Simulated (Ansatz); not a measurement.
Cu(PF3)H (CuPHF3), 6 atoms. Hardware: 4 threads of Intel Xeon on a shared host.

The 6-31G sets use Cartesian d functions. Correlated methods freeze 17 core orbitals.

(1) How many basis functions does each of these Ansatz runs have, and roughly what does it cost? r2SCAN-D4/def2-TZVPD, charge -1 doublet at the geometry of the charge 0 singlet, energy, from earlier orbitals; r2SCAN-D4/def2-TZVP, charge 1 doublet at the geometry of the charge 0 singlet, energy, from earlier orbitals; B3LYP-D4/6-31G, charge 0 singlet, energy; HF/6-31G, charge 0 singlet, energy; PBE-QIDH/def2-TZVP, charge 0 singlet, energy, from earlier orbitals; r2SCAN-D4/def2-TZVP, charge 0 singlet, energy and forces, from earlier orbitals; PBE0-D4/def2-TZVPD, charge -1 doublet at the geometry of the charge 0 singlet, energy, from earlier orbitals; PBE-D4/def2-SVP, charge 0 singlet, energy, from earlier orbitals; PBE-D4/def2-TZVP, charge 1 doublet at the geometry of the charge 0 singlet, energy, from earlier orbitals; PBE0-D4/def2-SVP, charge 0 singlet, energy, from earlier orbitals; PBE0-D4/def2-TZVPD, charge 0 singlet, energy, from earlier orbitals; PBE0-D4/def2-SVP, charge 0 singlet, energy with a search over starts.

Results:

(1) Other jobs shared the machine, so times can vary by a factor of up to 3. A dash marks memory too small to be measured apart from the calling script's.

```csv
run,functions,fitting or Cholesky vectors,wall time,peak host memory (GiB)
"HF/6-31G, charge 0 singlet, energy",71,680,2.3 s,–
"PBE-D4/def2-SVP, charge 0 singlet, energy, from earlier orbitals",96,1093,2.6 s,–
"B3LYP-D4/6-31G, charge 0 singlet, energy",71,680,3.4 s,–
"PBE0-D4/def2-SVP, charge 0 singlet, energy with a search over starts",96,940,5.5 s,–
"PBE0-D4/def2-SVP, charge 0 singlet, energy, from earlier orbitals",96,940,5.5 s,–
"r2SCAN-D4/def2-TZVP, charge 0 singlet, energy and forces, from earlier orbitals",181,1235,7.5 s,–
"PBE-D4/def2-TZVP, charge 1 doublet at the geometry of the charge 0 singlet, energy, from earlier orbitals",181,1235,11 s,–
"PBE-QIDH/def2-TZVP, charge 0 singlet, energy, from earlier orbitals",181,1359,11 s,–
"PBE0-D4/def2-TZVPD, charge 0 singlet, energy, from earlier orbitals",220,1482,11 s,0.67
"r2SCAN-D4/def2-TZVP, charge 1 doublet at the geometry of the charge 0 singlet, energy, from earlier orbitals",181,1235,15 s,–
"PBE0-D4/def2-TZVPD, charge -1 doublet at the geometry of the charge 0 singlet, energy, from earlier orbitals",220,1482,41 s,1.3
"r2SCAN-D4/def2-TZVPD, charge -1 doublet at the geometry of the charge 0 singlet, energy, from earlier orbitals",220,1386,48 s,0.75
```
